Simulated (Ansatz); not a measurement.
The dipole moment down a group: N to Sb

One atom is swapped for its congeners: NO (nitric oxide); PO (Phosphorus monoxide); AsO; SbO. All are doublets with charge 0.

Shapes, held fixed at every level: PBE0-D4/def2-TZVP. Programs: Ansatz 0.2.0. Values in D.

```csv
level,NO,PO,SbO
PBE-D4/def2-TZVPP,0.25,1.83,3.15
r2SCAN-D4/def2-TZVPP,0.18,1.90,3.29
B3LYP-D4/def2-TZVPP,0.14,2.09,3.51
wB97M-V/def2-TZVPP,0.14,2.17,3.72
measured,0.15,–,–
```

Q: Estimate the column for AsO from its neighbours.

A: The mean of the neighbours at wB97M-V/def2-TZVPP is 2.95 D, against 2.80 from the run. All rows: PBE-D4/def2-TZVPP 2.36; r2SCAN-D4/def2-TZVPP 2.44; B3LYP-D4/def2-TZVPP 2.66; wB97M-V/def2-TZVPP 2.80 D. At wB97M-V/def2-TZVPP the dipole moment rises at every step, from 0.14 to 3.72 D. Every level shows the same order. Measured values: NIST CCCBDB. Open shells run unrestricted unless RO is named. For atoms past krypton def2 sets carry core potentials with scalar relativity. Relativity is left out for As unless named. Magnitudes only: a dipole under 1 D may point either way.
